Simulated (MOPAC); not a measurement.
Input for MOPAC: PM3 on H5PSn (SMILES [PH2][SnH3]), a point of a torsion scan.

```
PM3 1SCF PRECISE CHARGE=0 THREADS=1
H5PSn

P      1.57950274 1    -0.52738179 1     0.28591249 1
Sn    -0.83470511 1     0.03319181 1     0.10074299 1
H      1.97959047 1     0.79517820 1     0.34808188 1
H      1.76315241 1    -0.57417563 1    -1.08466181 1
H     -1.55316243 1    -0.53372239 1    -1.30479612 1
H     -1.70391255 1    -0.65014280 1     1.35149016 1
H     -1.20811210 1     1.67103670 1     0.14611788 1
```

The log:

```
*******************************************************************************
 **                                                                           **
 **                              MOPAC v23.2.5                                **
 **                                                                           **
 *******************************************************************************
 ** MOPAC's Digital Object Identifier: https://doi.org/10.5281/zenodo.6511958 **
 **                                                                           **
 ** Please cite the open-source release paper for use of this MOPAC version:  **
 ** J. E. Moussa and J. J. P. Stewart (2026)                                  **
 ** MOPAC: An open-source semiempirical molecular orbital program             **
 ** J. Open Source Softw., 11(119), 8025, https://doi.org/10.21105/joss.08025 **
 *******************************************************************************

                              PM3 CALCULATION RESULTS

 *******************************************************************************
 *  PM3        - The PM3 Hamiltonian to be used
 *
 *
 *
 *                 CHARGE ON SYSTEM = 0
 *
 *
 *
 *  PRECISE    - TIGHTER CRITERIA TO BE USED
 *  1SCF       - DO 1 SCF AND THEN STOP
 *  THREADS=1  - MULTI-THREADING NOT USED
 *  T=         - A TIME OF 172800.0 SECONDS REQUESTED
 *  DUMP=N     - RESTART FILE WRITTEN EVERY 7200.0 SECONDS REQUESTED
 *******************************************************************************
PM3 1SCF PRECISE CHARGE=0 THREADS=1
 H5PSn

   ATOM   CHEMICAL          X               Y               Z
  NUMBER   SYMBOL      (ANGSTROMS)     (ANGSTROMS)     (ANGSTROMS)

     1       P          1.57950274  *  -0.52738179  *   0.28591249  *
     2      Sn         -0.83470511  *   0.03319181  *   0.10074299  *
     3       H          1.97959047  *   0.79517820  *   0.34808188  *
     4       H          1.76315241  *  -0.57417563  *  -1.08466181  *
     5       H         -1.55316243  *  -0.53372239  *  -1.30479612  *
     6       H         -1.70391255  *  -0.65014280  *   1.35149016  *
     7       H         -1.20811210  *   1.67103670  *   0.14611788  *



          CARTESIAN COORDINATES

    NO.       ATOM           X           Y           Z

     1         P          1.5795     -0.5274      0.2859
     2        Sn         -0.8347      0.0332      0.1007
     3         H          1.9796      0.7952      0.3481
     4         H          1.7632     -0.5742     -1.0847
     5         H         -1.5532     -0.5337     -1.3048
     6         H         -1.7039     -0.6501      1.3515
     7         H         -1.2081      1.6710      0.1461

  H: (PM3): J. J. P. STEWART, J. COMP. CHEM. 10, 209 (1989).
  P: (PM3): J. J. P. STEWART, J. COMP. CHEM. 10, 209 (1989).
 Sn: (PM3): J. J. P. STEWART, J. COMP. CHEM. 12, 320-341 (1991).

           Empirical Formula: H5 P Sn  =     7 atoms



      MOLECULAR POINT GROUP   :   C1


      RHF CALCULATION, NO. OF DOUBLY OCCUPIED LEVELS = 7


 -------------------------------------------------------------------------------
 PM3 1SCF PRECISE CHARGE=0 THREADS=1
 H5PSn



     1SCF WAS SPECIFIED, SO BFGS WAS NOT USED
     SCF FIELD WAS ACHIEVED


                              PM3 CALCULATION
                                                       MOPAC v23.2.5 Linux




          FINAL HEAT OF FORMATION =         27.09018 KCAL/MOL =     113.34531 KJ/MOL


          COSMO AREA              =        110.94 SQUARE ANGSTROMS
          COSMO VOLUME            =        100.09 CUBIC ANGSTROMS

          IONIZATION POTENTIAL    =          9.212414 EV
          HOMO LUMO ENERGIES (EV) =         -9.212 -1.446
          NO. OF FILLED LEVELS    =          7
          MOLECULAR WEIGHT        =        154.7033         POINT GROUP:  C1

          MOLECULAR DIMENSIONS (Angstroms)

            Atom       Atom       Distance
            H     6    H     4     4.23806
            H     5    H     3     3.62242
            H     7    P     1     2.70322


          SCF CALCULATIONS        =          1





   ATOM   CHEMICAL          X               Y               Z
  NUMBER   SYMBOL      (ANGSTROMS)     (ANGSTROMS)     (ANGSTROMS)

     1       P          1.57950274  *  -0.52738179  *   0.28591249  *
     2      Sn         -0.83470511  *   0.03319181  *   0.10074299  *
     3       H          1.97959047  *   0.79517820  *   0.34808188  *
     4       H          1.76315241  *  -0.57417563  *  -1.08466181  *
     5       H         -1.55316243  *  -0.53372239  *  -1.30479612  *
     6       H         -1.70391255  *  -0.65014280  *   1.35149016  *
     7       H         -1.20811210  *   1.67103670  *   0.14611788  *

                             CARTESIAN COORDINATES

   1    P        1.579502740    -0.527381790     0.285912490
   2   Sn       -0.834705110     0.033191810     0.100742990
   3    H        1.979590470     0.795178200     0.348081880
   4    H        1.763152410    -0.574175630    -1.084661810
   5    H       -1.553162430    -0.533722390    -1.304796120
   6    H       -1.703912550    -0.650142800     1.351490160
   7    H       -1.208112100     1.671036700     0.146117880


           Empirical Formula: H5 P Sn  =     7 atoms



      MOLECULAR POINT GROUP   :   C1


                  EIGENVALUES
 -25.08419 -16.27045 -13.53607 -12.96653 -11.94484 -11.26948  -9.21241  -1.44570
   0.47405   0.52380   0.57391   1.10993   1.25784


              NET ATOMIC CHARGES AND DIPOLE CONTRIBUTIONS

  ATOM NO.   TYPE          CHARGE      No. of ELECS.   s-Pop       p-Pop
    1          P           0.694807        4.3052     1.72558     2.57961
    2         Sn          -0.793593        4.7936     1.21161     3.58198
    3          H          -0.136019        1.1360     1.13602
    4          H          -0.136211        1.1362     1.13621
    5          H           0.122389        0.8776     0.87761
    6          H           0.128274        0.8717     0.87173
    7          H           0.120352        0.8796     0.87965
 DIPOLE           X         Y         Z       TOTAL
 POINT-CHG.     3.345    -1.779     1.203     3.975
 HYBRID        -1.687     2.037    -1.719     3.154
 SUM            1.658     0.258    -0.516     1.756


          ATOMIC ORBITAL ELECTRON POPULATIONS

     Atom    s        px        py        pz
    1  P   1.72558   0.59481   1.00203   0.98276
    2 Sn   1.21161   1.27847   1.15139   1.15212
    3  H   1.13602
    4  H   1.13621
    5  H   0.87761
    6  H   0.87173
    7  H   0.87965

 **********************
 *                    *
 * JOB ENDED NORMALLY *
 *                    *
 **********************




 == MOPAC DONE ==
```

The run finished.

Cost: around 0.020 core-seconds (rough).
